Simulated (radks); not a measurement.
Valence configurations of Zr2+ (all share [Kr]). Method: Dirac Kohn-Sham, BLYP, spin-unpolarised, spherical densities, point nucleus; open shells fill j = l - 1/2 first; computed with a radial shooting solver on a logarithmic mesh with Libxc functionals. Energies are relative to 4d2; eigenvalues in eV.

valence          E (eV)  e(4d3/2)  e(5p1/2)  e(5s1/2)
4d2               0.000   -17.303         -         -
4d1 5s1           1.643   -19.731         -   -17.501
4d1.5 5p0.5       2.864   -18.927   -12.771         -
4d1 5s0.5 5p0.5   3.898   -20.166   -13.266   -17.794
5s2               4.517         -         -   -18.815
4d0.5 5s1 5p0.5   5.244   -21.455   -13.763   -18.438
4d1 5p1           6.171   -20.596   -13.514         -
4d0.5 5s0.5 5p1   7.590   -21.880   -14.003   -18.714
5s1 5p1           9.343         -   -14.495   -19.357
5s0.5 5p1.5      11.783         -   -14.721   -19.619

NIST lists [Kr] 4d2 as the ground configuration; this level of theory agrees among the configurations tried. The energies are those of spherical spin-averaged densities, not of single terms.
